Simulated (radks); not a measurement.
A nucleus of charge 4.1 with 2 electrons, configuration [He]. Method: scalar-relativistic Kohn-Sham, SCAN, spin-polarised, spherical densities, finite nucleus; meta-GGA in the generalised Kohn-Sham scheme; Fermi nuclear charge, rms radius 2.519 fm; computed with a radial shooting solver on a logarithmic mesh with Libxc functionals.

Normalised radial functions P(r) = r R(r), r in bohr:

```
   r/bohr * 1s (the largest magnitude, 1.41, reaches the edge; | marks zero)
  0.02117 |           *
  0.02275 |           *
  0.02465 |            *
   0.0267 |             *
  0.02869 |              *
  0.03108 |               *
  0.03367 |                 *
  0.03618 |                  *
   0.0392 |                   *
  0.04246 |                    *
  0.04563 |                      *
  0.04943 |                       *
  0.05355 |                         *
  0.05755 |                          *
  0.06234 |                            *
  0.06753 |                              *
  0.07258 |                               *
  0.07862 |                                 *
  0.08517 |                                   *
  0.09153 |                                     *
  0.09915 |                                       *
   0.1074 |                                        *
   0.1154 |                                          *
    0.125 |                                            *
   0.1355 |                                              *
   0.1456 |                                               *
   0.1577 |                                                 *
   0.1708 |                                                  *
   0.1836 |                                                   *
   0.1989 |                                                    *
   0.2154 |                                                     *
   0.2315 |                                                      *
   0.2508 |                                                      *
   0.2717 |                                                      *
    0.292 |                                                      *
   0.3163 |                                                     *
   0.3426 |                                                    *
   0.3682 |                                                   *
   0.3989 |                                                 *
   0.4321 |                                               *
   0.4643 |                                            *
    0.503 |                                          *
   0.5449 |                                       *
   0.5856 |                                    *
   0.6344 |                                *
   0.6872 |                             *
   0.7385 |                         *
      0.8 |                      *
   0.8667 |                   *
   0.9314 |                *
    1.009 |             *
    1.093 |          *
    1.175 |        *
    1.272 |      *
    1.378 |    *
    1.481 |   *
    1.605 |  *
```

1s: eigenvalue -143.31 eV, 0 radial nodes, <r> = 0.404 bohr, 90 % of the charge inside 0.727 bohr.
